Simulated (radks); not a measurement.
Effect of the nuclear size on the rubidium ion Rb3+, [Ar] 3d10 4s2 4p4. Calculated with a radial shooting solver on a logarithmic mesh with Libxc functionals: Dirac Kohn-Sham, BLYP, spin-unpolarised, spherical densities, finite nucleus; open shells fill j = l - 1/2 first; Fermi nuclear charge, rms radius 4.2036 fm. The rms radius is varied about that value; shifts are against it.

rms radius (fm)  total energy shift (eV)  density at nucleus (e/bohr^3)  1s1/2 shift (meV)  2s1/2 shift (meV)  3p1/2 shift (meV)  4s1/2 shift (meV)
3.5268                            -0.214                      5.579e+04              -90.8              -9.29              0.146             -0.200
3.9808                           -0.0744                      5.522e+04              -31.5              -3.22              0.051             -0.069
4.2036                                 0                      5.497e+04              0.000              0.000              0.000              0.000
4.3465                            0.0496                      5.482e+04               21.0               2.15             -0.034              0.046
4.8425                             0.234                      5.432e+04               99.0               10.1             -0.160              0.218

Slopes of the eigenvalues against <r^2> in GHz/fm^2, as finite differences over the two radii next to the reference (eigenvalue slopes, not the field-shift constants of lines): 1s1/2 4170, 2s1/2 427, 3p1/2 -6.73, 4s1/2 9.20.
